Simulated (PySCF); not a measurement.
**Which determinant of RuI lies lowest?**

Unrestricted PBE0; Ru def2-TZVPP with ECP28, I def2-TZVPP with ECP28; scalar-relativistic core potentials (PySCF 2.14). Outer shells of the fragments: Ru 4d7 5s1; I 4d10 5s2 5p5.

Followed along the bond (rough minima from three points):

```
2Ms+1         unpaired  ⟨S²⟩ at the start  R at minimum (Å)  Te (eV)
    4    σ ↑, π ↑, δ ↑               3.77              2.56     0.00
    4    σ ↑, π ↑, δ ↑               3.76              2.56     0.13
    4        σ ↑, δ ↑↑               3.77              2.58     0.19
    4        π ↑, δ ↑↑               3.77              2.53     0.66
    4        σ ↑, π ↑↑               3.76              2.55     0.69
    6  σ ↑↑, π ↑↑, δ ↑               8.76              2.62     0.76
```

Solutions found at the starting distance of 2.505 Å, counted from the lowest of them; the search is not exhaustive and high or unbound solutions are not listed, so other states can lie among these:

| 2Ms+1 | unpaired | term | E (eV) | ⟨S²⟩ | ⟨Lz²⟩ | μ (D) |
| --- | --- | --- | --- | --- | --- | --- |
| 4 | σ ↑, π ↑, δ ↑ | not assigned | 0.00 | 3.77 | 4.10 | -4.42 |
| 4 | π ↑↑, δ ↑ | ⁴Δ | 0.00 | 3.76 | 4.01 | -4.20 |
| 4 | σ ↑, π ↑, δ ↑ | mixed | 0.13 | 3.76 | 5.01 | -4.37 |
| 4 | σ ↑, δ ↑↑ | ⁴Σ⁻ | 0.21 | 3.77 | 0.00 | -4.64 |
| 4 | π ↑, δ ↑↑ | mixed | 0.64 | 3.77 | 1.84 | -4.07 |
| 4 | σ ↑, π ↑↑ | ⁴Σ⁻ | 0.69 | 3.76 | 0.00 | -4.24 |
| 6 | σ ↑↑, π ↑↑, δ ↑ | ⁶Δ | 0.80 | 8.76 | 4.01 | -0.39 |
| 2 | π ↑↑, δ ↓ | mixed | 0.88 | 1.77 | 4.01 | -4.00 |
| 2 | π ↑, δ ↑↓ | mixed | 0.93 | 1.76 | 7.14 | -4.27 |
| 2 | σ ↓, π ↑↑ | mixed | 1.12 | 1.76 | 0.00 | -4.00 |
| 6 | σ ↑↑, π ↑, δ ↑↑ | ⁶Π | 1.23 | 8.76 | 1.01 | -1.09 |
| 6 | σ ↑, π ↑↑, δ ↑↑ | ⁶Σ⁺ | 1.37 | 8.76 | 0.00 | -0.58 |
| 2 | π ↓, δ ↑↑ | mixed | 1.41 | 1.77 | 1.43 | -3.73 |
| 4 | σ ↑↑, π ↑↓, δ ↑ | mixed | 1.94 | 4.76 | 5.95 | 0.44 |

A term symbol is given only where ⟨S²⟩ and ⟨Lz²⟩ are close to those of a pure state; real π, δ and φ orbitals otherwise mix terms. A positive dipole means Ru(−)I(+).

Spin–orbit coupling is left out. With d or f electrons several states lie close, and the lowest PBE0 determinant need not be the measured ground state.
